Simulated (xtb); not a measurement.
C$_{5}$H$_{4}$N (SMILES [c]1ccccn1), doublet, at a GFN2-xTB geometry, atoms displaced at random by about 0.06 Å a coordinate; GFN2-xTB (xtb).

The xtb input:
```
$ xtb mol.xyz --gfn 2 --chrg 0 --uhf 1 --opt --json

# file mol.xyz
10

N     -0.11476984     0.11347921     1.35807694
C      0.05039278     0.02894397    -1.28081096
C     -0.03147772     1.08221857     0.64358799
C      0.00090832    -1.06659504     0.73742717
C      0.03002292    -1.13957599    -0.62718405
C     -0.01715718     1.30411375    -0.64237749
H     -0.07080023    -0.01599631    -2.44050559
H      0.09527127    -2.03777771     1.47450951
H     -0.02497929    -2.09757844    -1.26076301
H      0.03190920     2.14044913    -1.27118019
```

The log (banner, timings and long lists left out):

```
   ID    Z sym.   atoms
    1    7 N      1
    2    6 C      2-6
    3    1 H      7-10

           -------------------------------------------------
          |                Calculation Setup                |
           -------------------------------------------------

           -------------------------------------------------
          |                 G F N 2 - x T B                 |
           -------------------------------------------------

          ...................................................
          :                      SETUP                      :
          :.................................................:
          :  # basis functions                  28          :
          :  # atomic orbitals                  28          :
          :  # shells                           16          :
          :  # electrons                        29          :
          :  max. iterations                   250          :
          :  Hamiltonian                  GFN2-xTB          :
          :  restarted?                      false          :
          :  GBSA solvation                  false          :
          :  PC potential                    false          :
          :  electronic temp.          300.0000000     K    :
          :  accuracy                    1.0000000          :
          :  -> integral cutoff          0.2500000E+02      :
          :  -> integral neglect         0.1000000E-07      :
          :  -> SCF convergence          0.1000000E-05 Eh   :
          :  -> wf. convergence          0.1000000E-03 e    :
          :  Broyden damping             0.4000000          :
          :  net charge                          0          :
          :  unpaired electrons                  1          :
          ...................................................

 iter      E             dE          RMSdq      gap      omega  full diag
   1    -15.7950882 -0.157951E+02  0.522E+00    1.06       0.0  T
   2    -15.8129126 -0.178244E-01  0.319E+00    0.57       1.0  T
   3    -15.8037205  0.919213E-02  0.165E+00    1.20       1.0  T
   4    -15.8174153 -0.136948E-01  0.426E-01    0.66       1.0  T
   5    -15.8193720 -0.195674E-02  0.166E-01    0.79       1.0  T
   6    -15.8195251 -0.153059E-03  0.497E-02    0.78       1.0  T
   7    -15.8195315 -0.641581E-05  0.259E-02    0.77       1.2  T
   8    -15.8195325 -0.102058E-05  0.581E-03    0.77       5.4  T
   9    -15.8195328 -0.250283E-06  0.192E-03    0.77      16.5  T
[...]
         :: total energy             -15.508501359816 Eh    ::
 * total energy  :   -15.5085014 Eh     change       -0.4315481E-10 Eh
 * total energy  :   -15.5418038 Eh     change       -0.3330243E-01 Eh
 * total energy  :   -15.5480370 Eh     change       -0.6233194E-02 Eh
 * total energy  :   -15.5498233 Eh     change       -0.1786304E-02 Eh
 * total energy  :   -15.5505626 Eh     change       -0.7393062E-03 Eh
 * total energy  :   -15.5507251 Eh     change       -0.1624936E-03 Eh
 * total energy  :   -15.5507903 Eh     change       -0.6524173E-04 Eh
 * total energy  :   -15.5508041 Eh     change       -0.1372180E-04 Eh
 * total energy  :   -15.5508081 Eh     change       -0.3997846E-05 Eh
   *** GEOMETRY OPTIMIZATION CONVERGED AFTER 9 ITERATIONS ***
         :: total energy             -15.550808054268 Eh    ::
[...]
     8   1 H        0.926     0.045     2.389     2.417
     9   1 H        0.926     0.043     2.409     2.427
    10   1 H        0.926     0.043     2.408     2.427

 Mol. C6AA /au·bohr⁶  :       1442.865900
 Mol. C8AA /au·bohr⁸  :      35764.224117
 Mol. α(0) /au        :         60.931061

Wiberg/Mayer (AO) data.
largest (>0.10) Wiberg bond orders for each atom

 ---------------------------------------------------------------------------
     #   Z sym  total        # sym  WBO       # sym  WBO       # sym  WBO
 ---------------------------------------------------------------------------
     1   7 N    3.277 --     3 C    1.728     4 C    1.372     2 C    0.109
     2   6 C    3.988 --     6 C    1.438     5 C    1.426     7 H    0.960
                             1 N    0.109
     3   6 C    3.389 --     1 N    1.728     6 C    1.415     5 C    0.121
     4   6 C    3.974 --     5 C    1.448     1 N    1.372     8 H    0.963
                             6 C    0.131
     5   6 C    3.992 --     4 C    1.448     2 C    1.426     9 H    0.963
                             3 C    0.121
     6   6 C    3.984 --     2 C    1.438     3 C    1.415    10 H    0.968
                             4 C    0.131
     7   1 H    0.998 --     2 C    0.960
     8   1 H    0.998 --     4 C    0.963
     9   1 H    0.998 --     5 C    0.963
    10   1 H    0.998 --     6 C    0.968
 ---------------------------------------------------------------------------

Topologies differ in total number of bonds
Writing topology from bond orders to xtbtopo.mol

molecular dipole:
                 x           y           z       tot (Debye)
 q only:        0.002      -0.275      -0.477
   full:        0.004      -0.461      -0.872       2.508
molecular quadrupole (traceless):
                xx          xy          yy          xz          yz          zz
 q only:       -1.274      -0.023       1.631       0.018      -1.149      -0.357
  q+dip:       -3.395      -0.053       3.072       0.034      -2.492       0.323
   full:       -0.772      -0.018       1.987       0.030      -2.068      -1.214

optimized geometry written to: xtbopt.xyz

           -------------------------------------------------
          | TOTAL ENERGY              -15.550808054268 Eh   |
          | GRADIENT NORM               0.000965891728 Eh/α |
          | HOMO-LUMO GAP               1.702302324101 eV   |
           -------------------------------------------------
```
